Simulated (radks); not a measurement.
Species: Ta2+. Configuration: [Xe] 4f14 5d3.

Method: Dirac Kohn-Sham, PBE, spin-unpolarised, spherical densities, point nucleus; open shells are shared between the two j in proportion to 2j + 1; computed with a radial shooting solver on a logarithmic mesh with Libxc functionals.

Energy parts (hartree):
total: -15625.0341
kinetic: 17544.3668
electron-nucleus: -38934.6829
Hartree: 6082.2520
exchange-correlation: -316.9700

Orbitals (lengths in bohr, moments of r in powers of bohr; r(90%) holds 90 % of the orbital's charge):
1s1/2: occ. 2; eigenvalue (hartree) -2473.053; <r> 0.01866; <r^2> 0.0004785; r(90%) 0.0340; <1/r> 85.48; small-component weight 7.56e-02
2s1/2: occ. 2; eigenvalue (hartree) -425.0787; <r> 0.07833; <r^2> 0.007315; r(90%) 0.122; <1/r> 20.75; small-component weight 1.71e-02
2p1/2: occ. 2; eigenvalue (hartree) -406.2236; <r> 0.06487; <r^2> 0.005233; r(90%) 0.108; <1/r> 20.71; small-component weight 1.72e-02
2p3/2: occ. 4; eigenvalue (hartree) -359.5399; <r> 0.07271; <r^2> 0.006436; r(90%) 0.118; <1/r> 17.50; small-component weight 1.55e-02
3s1/2: occ. 2; eigenvalue (hartree) -97.81279; <r> 0.2043; <r^2> 0.04785; r(90%) 0.300; <1/r> 7.615; small-component weight 5.61e-03
3p1/2: occ. 2; eigenvalue (hartree) -89.44382; <r> 0.1942; <r^2> 0.04397; r(90%) 0.292; <1/r> 7.529; small-component weight 5.55e-03
3p3/2: occ. 4; eigenvalue (hartree) -79.39347; <r> 0.2088; <r^2> 0.05060; r(90%) 0.312; <1/r> 6.699; small-component weight 5.09e-03
3d3/2: occ. 4; eigenvalue (hartree) -65.28422; <r> 0.1829; <r^2> 0.03932; r(90%) 0.285; <1/r> 6.591; small-component weight 4.97e-03
3d5/2: occ. 6; eigenvalue (hartree) -63.09548; <r> 0.1874; <r^2> 0.04114; r(90%) 0.291; <1/r> 6.394; small-component weight 4.84e-03
4s1/2: occ. 2; eigenvalue (hartree) -20.39725; <r> 0.4586; <r^2> 0.2377; r(90%) 0.659; <1/r> 3.196; small-component weight 1.84e-03
4p1/2: occ. 2; eigenvalue (hartree) -16.94863; <r> 0.4644; <r^2> 0.2458; r(90%) 0.676; <1/r> 3.084; small-component weight 1.75e-03
4p3/2: occ. 4; eigenvalue (hartree) -14.63471; <r> 0.4975; <r^2> 0.2818; r(90%) 0.724; <1/r> 2.796; small-component weight 1.57e-03
4d3/2: occ. 4; eigenvalue (hartree) -8.97375; <r> 0.5165; <r^2> 0.3095; r(90%) 0.775; <1/r> 2.578; small-component weight 1.38e-03
4d5/2: occ. 6; eigenvalue (hartree) -8.54871; <r> 0.5279; <r^2> 0.3233; r(90%) 0.792; <1/r> 2.509; small-component weight 1.33e-03
4f5/2: occ. 6; eigenvalue (hartree) -1.51727; <r> 0.6337; <r^2> 0.5106; r(90%) 1.06; <1/r> 2.019; small-component weight 9.13e-04
4f7/2: occ. 8; eigenvalue (hartree) -1.44441; <r> 0.6445; <r^2> 0.5296; r(90%) 1.08; <1/r> 1.988; small-component weight 8.91e-04
5s1/2: occ. 2; eigenvalue (hartree) -3.24759; <r> 1.101; <r^2> 1.364; r(90%) 1.59; <1/r> 1.222; small-component weight 3.97e-04
5p1/2: occ. 2; eigenvalue (hartree) -2.25020; <r> 1.219; <r^2> 1.686; r(90%) 1.78; <1/r> 1.090; small-component weight 3.23e-04
5p3/2: occ. 4; eigenvalue (hartree) -1.92845; <r> 1.324; <r^2> 1.989; r(90%) 1.94; <1/r> 0.9888; small-component weight 2.76e-04
5d3/2: occ. 1.2; eigenvalue (hartree) -0.68818; <r> 1.954; <r^2> 4.495; r(90%) 3.04; <1/r> 0.6629; small-component weight 1.25e-04
5d5/2: occ. 1.8; eigenvalue (hartree) -0.66245; <r> 2.014; <r^2> 4.776; r(90%) 3.14; <1/r> 0.6414; small-component weight 1.18e-04
6s1/2: occ. 0; eigenvalue (hartree) -0.67715; <r> 2.896; <r^2> 9.394; r(90%) 4.17; <1/r> 0.4384; small-component weight 6.18e-05
6p1/2: occ. 0; eigenvalue (hartree) -0.48665; <r> 3.463; <r^2> 13.46; r(90%) 5.01; <1/r> 0.3637; small-component weight 4.35e-05
6p3/2: occ. 0; eigenvalue (hartree) -0.45091; <r> 3.696; <r^2> 15.30; r(90%) 5.32; <1/r> 0.3397; small-component weight 3.92e-05

The highest occupied level is 5d5/2 at -18.026 eV. The configuration is held as typed, so some empty levels lie below it. The density falls to 0.001 e/bohr^3 at r = 3.76 bohr.
